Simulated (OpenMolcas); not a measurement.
A calculation on Mo2+.

```json
{
 "Program": "OpenMolcas",
 "Method": "CASSCF",
 "Basis": "ANO-RCC-VTZP [7s6p4d2f1g]",
 "Scalar Hamiltonian": "DKH2, point nucleus",
 "Active space": "4 electrons in 6 orbitals (4d 5s)",
 "State averaging": "2S+1 = 5 even, 15 roots; 2S+1 = 3 even, 95 roots; 2S+1 = 1 even, 90 roots",
 "Spin-orbit coupling": "RASSI with atomic mean-field integrals over the reference wave functions, term energies averaged over their components"
}
```

Which level of the active space comes out lowest?

4d⁴ ⁵D₀, with 99 % of that term; it is also the measured ground level.

How high does 4d⁴ ³P₂(1) lie?

17447 cm⁻¹ above the lowest level; measured 14358 cm⁻¹ above the ground level, so the calculation is off by +22 %.

How high does 4d⁴ ⁵D₄ lie?

1912 cm⁻¹ above the lowest level; measured 1872 cm⁻¹ above the ground level, so the calculation is off by +2 %.

How high does 4d⁴ ³P₁(1) lie?

15517 cm⁻¹ above the lowest level; measured 12510 cm⁻¹ above the ground level, so the calculation is off by +24 %.

The level at 17121 cm⁻¹ has J = 3. What is it made of, and what is its g factor?

84 % 4d⁴ ³F₃(1), 16 % 4d⁴ ³G; g = 1.032, against 1.084 from Landé's formula for the pure leading term.

Measured values: Sugar and Musgrove, J. Phys. Chem. Ref. Data 17, 155 (1988).

Without dynamic correlation excited terms often stand tens of per cent too high (terms of higher spin than the ground term too low), and those without a measured partner can miss by more than the paired ones. Configurations are named by rounded mean occupations; where the s occupation lies near a half they are strongly mixed, a name can repeat and a true partner stay unpaired. Computed and measured levels are paired by configuration, term and J; levels that our copy of the source lacks, or whose pairing is in doubt (as where it misses far off the trend of its configuration), stay unpaired and out of the deviations. Only configurations of the active space appear.

A number in round brackets counts repeated terms of one configuration in the order of the reference energies.
